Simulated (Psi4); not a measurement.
How methods differ on TaCl3O (SMILES [O]=[Ta]([Cl])([Cl])[Cl])

TaCl3O: 5 atoms, total charge 0, spin state singlet. As SMILES, `[O]=[Ta]([Cl])([Cl])[Cl]`. The shape was relaxed beforehand at PBE0/def2-TZVP.

```tsv
atom	x (Å)	y (Å)	z (Å)
O	-0.8342	0.0549	1.6116
Ta	-0.0376	-0.0247	0.1114
Cl	1.6423	-1.5564	0.3072
Cl	-1.5781	-0.6647	-1.4452
Cl	0.7887	2.0536	-0.3397
```

Quantity: the HOMO–LUMO gap, in eV. The values are calculated.

```json
{"level": "PBE-D4/def2-TZVPP (density fitting, core potential)", "kind": "GGA", "program": "Psi4", "value (eV)": "4.80", "CPU time": "27 s"}
{"level": "r2SCAN-D4/def2-TZVPP (density fitting, core potential)", "kind": "meta-GGA", "program": "Psi4", "value (eV)": "5.26", "CPU time": "48 s"}
{"level": "B3LYP-D4/def2-TZVPP (density fitting, core potential)", "kind": "global hybrid", "program": "Psi4", "value (eV)": "6.52", "CPU time": "25 s"}
{"level": "PBE0-D4/def2-TZVPP (density fitting, core potential)", "kind": "global hybrid", "program": "Psi4", "value (eV)": "7.01", "CPU time": "26 s"}
{"level": "wB97M-V/def2-TZVPP (density fitting, core potential)", "kind": "range-separated hybrid", "program": "Psi4", "value (eV)": "11.35", "CPU time": "64 s"}
```

The values span 4.80 to 11.35 eV. Orbital gaps aren't excitation energies; they tend to grow with the share of exact exchange. Times are those of the runs behind each value, whatever else they computed, on shared processors of several kinds: orders of magnitude only.
